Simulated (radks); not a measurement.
Values are calculated unless marked as measured or tabulated.
Q: Species: Rh I. Configuration: [Kr] 4d8 5s1. Level of theory: Dirac Kohn-Sham, OLYP, spin-unpolarised, spherical densities, point nucleus; open shells fill j = l - 1/2 first (a radial shooting solver on a logarithmic mesh with Libxc functionals). Some entries of the table are withheld. Estimate them.

| orbital | occ. | eigenvalue (Ry) | <r^2> (bohr^2) |
|---|---|---|---|
| 1s1/2 | 2 | (1) | 0.001438 |
| 2s1/2 | 2 | -245.4876 | 0.02368 |
| 2p1/2 | 2 | (2) | 0.01777 |
| 2p3/2 | 4 | (3) | 0.01911 |
| 3s1/2 | 2 | -43.89104 | 0.1744 |
| 3p1/2 | 2 | (4) | 0.1705 |
| 3p3/2 | 4 | (5) | 0.1799 |
| 3d3/2 | 4 | -22.37062 | (6) |
| 3d5/2 | 6 | -22.00840 | (7) |
| 4s1/2 | 2 | -6.05353 | 1.090 |
| 4p1/2 | 2 | -3.89607 | 1.290 |
| 4p3/2 | 4 | -3.61024 | 1.368 |
| 4d3/2 | 4 | -0.44446 | 3.044 |
| 4d5/2 | 4 | -0.41532 | 3.161 |
| 5s1/2 | 1 | -0.28812 | 13.64 |
| 5p1/2 | 0 | -0.06295 | 42.74 |

A: 
(1) 1s1/2 eigenvalue (Ry): -1692.222
(2) 2p1/2 eigenvalue (Ry): -227.3167
(3) 2p3/2 eigenvalue (Ry): -216.6902
(4) 3p1/2 eigenvalue (Ry): -36.77905
(5) 3p3/2 eigenvalue (Ry): -34.94732
(6) 3d3/2 <r^2> (bohr^2): 0.1617
(7) 3d5/2 <r^2> (bohr^2): 0.1646
